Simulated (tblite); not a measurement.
Compound: C7H8N (doublet state).
Z-matrix (Å and degrees, GFN2-xTB geometry), rows numbered from 1:
```
C 
C   1  1.3185
C   2  1.5068  1  124.99
N   3  1.4347  2  113.58  1    -1.57
C   4  1.3475  3  126.70  2    88.65
C   5  1.3562  4  111.65  3  -175.89
C   6  1.4212  5  104.78  4     1.34
C   4  1.3677  3  125.75  2   -84.57
H   1  1.0760  2  121.64  3  -179.92
H   1  1.0775  2  121.99  3     0.00
H   2  1.0820  1  121.08  3   179.94
H   3  1.0967  2  108.89  1   119.87
H   3  1.0970  2  108.88  1  -122.91
H   6  1.0700  5  128.09  4  -179.00
H   7  1.0727  6  125.07  5   179.53
H   8  1.0725  4  120.93  3    -4.78
```

Method: GFN2-xTB as coded in tblite; computed harmonic values from a numerical Hessian at the method's own geometry, unscaled. Errors from tens to a few hundred cm⁻¹ against measured bands are possible. One conformer, not necessarily the lowest. Open shells enter through the occupations alone, without spin polarisation, and single modes of such species can be off by tens of per cent.

Harmonic wavenumbers (cm⁻¹): 39.3, 97.1, 102.8, 275.6, 315.1, 355.5, 507.5, 550.5, 574.4, 714.6, 741.7, 770.6, 808.1, 813.9, 898.6, 931.6, 959.0, 968.2, 1022.3, 1051.1, 1075.0, 1086.1, 1134.6, 1188.9, 1275.7, 1287.8, 1317.2, 1367.3, 1388.4, 1411.1, 1435.2, 1471.3, 1544.1, 1720.2, 2917.1, 2934.5, 3059.5, 3108.7, 3135.4, 3145.2, 3158.6, 3185.0.

A = 4753, B = 1497, C = 1473 MHz; mass 106.066 u (most abundant isotopes); point group C1, symmetry number 1; spin multiplicity 2.

**Question.** What is the zero-point energy?

**Answer.** ½Σν̃ = 27922 cm⁻¹ = 334.03 kJ/mol.

**Question.** Give the ideal-gas entropy at 298.15 K and 1 bar in the rigid-rotor, harmonic-oscillator model (classical rotation).

**Answer.** Translation 167.02, rotation 116.39, vibration 84.35, spin (R ln 2) 5.76: S = 373.5 J/(mol K).

**Question.** And Cp and H(298.15 K) − H(0)?

**Answer.** Cp = 126.89 J/(mol K), of which vibrations give 93.63 (their classical limit is 42 R = 349.2); H(298.15 K) − H(0) = 22.99 kJ/mol without the zero-point energy, 13.07 from vibrations.

**Question.** Which modes carry the vibrational entropy at 298.15 K?

**Answer.** 39.3 cm⁻¹: 22.15; 97.1 cm⁻¹: 14.69; 102.8 cm⁻¹: 14.23; 275.6 cm⁻¹: 6.53; 315.1 cm⁻¹: 5.59; 355.5 cm⁻¹: 4.78 J/(mol K); the other 36 give 16.39 together.

**Question.** How do the functions run with temperature in this model?

**Answer.** 
```tsv
T (K)	S (J/(mol K))	Cp (J/(mol K))	H − H(0) (kJ/mol)	G − H(0) (kJ/mol)	ln q(vib)
100	279.7	61.9	4.83	-23.14	1.42
200	330.8	90.5	12.36	-53.79	3.17
300	374.3	127.6	23.23	-89.07	4.90
500	456.6	196.9	56.03	-172.27	8.59
800	564.6	261.5	125.76	-325.96	14.28
1000	626.1	288.6	180.92	-445.16	17.92
```

q(vib) and H(0) count from the zero-point level.

Hindered rotation and anharmonicity are outside this model. Other conformers, if any are populated, would add a mixing term that is left out. The structure is chiral; the term R ln 2 for an equal mix with its mirror image is left out.
